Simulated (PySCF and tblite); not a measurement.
Values are calculated unless marked as measured or tabulated.
System: C₂H₁₀OP₂Si₂, numbered as in [CH3:1][O:2][Si@@H:3]1[PH:4][Si@@H:5]([CH3:6])[PH:7]1.

Motion: pyramidal inversion at P4. GFN2-xTB gives an electronic barrier of 18.4 kcal/mol and a reaction energy of 0.6 kcal/mol.

PBE0/pcSseg-1 + D3(BJ) on GFN2-xTB geometries gives 14.9 kcal/mol and k(298 K) = 209 s⁻¹.

Question: What does PBE0/6-31++G** + D3(BJ) give on GFN2-xTB geometries?

Answer: A barrier of 16.0 kcal/mol, 1.1 above the first DFT barrier (from unrounded values), a reaction energy of 0.4 kcal/mol and, with GFN2-xTB thermal terms, ΔG‡(298 K) = 15.4 kcal/mol and k = 31 s⁻¹ (1 equivalent path).

Programs: tblite and PySCF.
